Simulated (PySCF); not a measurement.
# A basis-limit estimate, worked out

An elementary step of BH2Cl3, singlet (BHCl₂ ([Cl][BH][Cl]) + HCl → BCl₃ ([Cl][B]([Cl])[Cl]) + H₂; bonds formed: B1–Cl6, H2–H5; bonds broken: B1–H2, H5–Cl6). “Start” is the structure reached by relaxing down from the saddle towards the reactants; PBE0-D4/def2-TZVP structures. The saddle:

B1  (-0.226, -0.176, -0.228)
H2  (0.565, 0.724, -0.708)
Cl3  (0.258, -1.768, -0.799)
Cl4  (-1.893, 0.375, -0.324)
H5  (0.793, 0.721, 0.339)
Cl6  (0.503, 0.124, 1.720)
(Å)

Program: PySCF 2.14 with density fitting (its default auxiliary sets; JK sets also for MP2 and CCSD(T)). Basis: def2-TZVPP and def2-QZVPP. Cores are frozen in the correlated methods.

Energies in eV:

| quantity | saddle | start |
| --- | --- | --- |
| Hartree–Fock, triple zeta (X = 3) | -38215.69287 | -38217.66710 |
| Hartree–Fock, quadruple zeta (X = 4) | -38216.75757 | -38218.73449 |
| MP2 correlation, X = 3 | -19.47254 | -18.60143 |
| MP2 correlation, X = 4 | -21.35340 | -20.44176 |
| CCSD(T) correlation, X = 3 | -21.80269 | -21.06884 |

Question: Work out the barrier at the basis limit: extrapolate Hartree–Fock as E(X) = E∞ + A exp(−7.88 √X) and the MP2 correlation as E(X) = E∞ + B X^−2.97 (the exponents that Neese and Valeev fitted for def2-TZVPP and QZVPP), then add CCSD(T) − MP2 in triple zeta.

Answer: Each step is linear, so take the differences first (saddle − start): Hartree–Fock 1.97423 (X = 3) and 1.97692 (X = 4); MP2 correlation -0.87111 and -0.91164; CCSD(T) correlation -0.73385.
Two points give E∞ = E(4) + w [E(4) − E(3)], with w = 1/(exp(7.88 (2 − √3)) − 1) = 0.1377 for Hartree–Fock and w = 1/((4/3)^2.97 − 1) = 0.7407 for the correlation.
Hartree–Fock: 1.97692 + 0.1377 × 0.00269 = 1.9773 eV.
MP2 correlation: -0.91164 + 0.7407 × (-0.04053) = -0.9417 eV.
CCSD(T) − MP2: -0.73385 − (-0.87111) = 0.1373 eV.
Sum: 1.9773 + (-0.9417) + 0.1373 = 1.1729 eV, or 27.05 kcal/mol. Plain CCSD(T) in triple zeta gives 1.2404 eV, so the larger basis shifts the result by -0.0675 eV.

T1 diagnostic: at most 0.012.

Labels in which every atom is bracketed show which atoms are joined, not bond orders.

For scale, one of the runs: CCSD(T)/def2-TZVPP, 185 basis functions, launched by `OMP_NUM_THREADS=4 python run.py`. Time: 3 min of wall clock on 4 CPU threads of a Oxide Virtual Turin-like; the host was shared. Peak host memory: 2 GiB.
